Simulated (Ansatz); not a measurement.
Geometry optimisation, RKS B3LYP/def2-SVP (Ansatz 0.2.0).

input.yaml

```yaml
crystal:
  periodic: [false, false, false]
  atoms:
    - { symbol: Al, position_ang: [0.0, 0.0, 0.0] }
    - { symbol: F, position_ang: [0.0, 0.0, 2.04] }
    - { symbol: F, position_ang: [1.4635, 0.0, -0.845] }
    - { symbol: F, position_ang: [-1.4635, 0.0, -0.845] }
    - { symbol: Br, position_ang: [0.1133, -2.5693, 0.8545] }
    - { symbol: H, position_ang: [0.0524, -1.1881, 1.9844] }
basis:
  gaussian: { orbitals: def2-SVP }
hamiltonian:
  xc: b3lyp
relax:
  f_tol: 0.15
  max_steps: 25
  restrain:
    - { distance: [0, 4], at: 3.61, k: 30.0 }
    - { distance: [5, 1], at: 2.12, k: 30.0 }
    - { distance: [0, 1], at: 1.69, k: 30.0 }
    - { distance: [5, 4], at: 1.55, k: 30.0 }
```

Command:

```bash
$ ansatz run input.yaml --threads 2 --pin off --max-ram 3072MiB --backend cpu --events-out ev --progress --plain --runs-dir out
```

Question: Where does it end, and by what steps?

Answer: The forces met the threshold. The restraints hold the end off the free minimum. After 6 steps the energy has fallen by 0.850 eV (the restraints' own energy left out); Br5 moved furthest, 0.69 Å. Parted: Al1–Br5 (2.71 → 3.60 Å).

| step | energy less start (eV) | largest force component (eV/Å) | accepted |
| --- | --- | --- | --- |
| 0 | 0.0000 | 2.771 | yes |
| 1 | 0.1714 | 3.093 | yes |
| 2 | -0.2806 | 2.744 | yes |
| 3 | -0.6540 | 1.651 | yes |
| 4 | -0.8476 | 1.369 | yes |
| 5 | -0.7873 | 1.389 | no |
| 6 | -0.8499 | 1.371 | yes |

```xyz
6
Properties=species:S:1:pos:R:3
Al -0.002 0.243 -0.081
F 0.002 0.245 1.594
F 1.426 0.367 -0.889
F -1.440 0.266 -0.880
Br 0.080 -3.075 1.321
H 0.100 -1.804 2.124
```

The run took 32 s on 2 threads of Intel(R) Xeon(R) Platinum 8259CL CPU @ 2.50GHz (Skylake/Cascade Lake), on a shared host, peak memory 0.24 GiB.
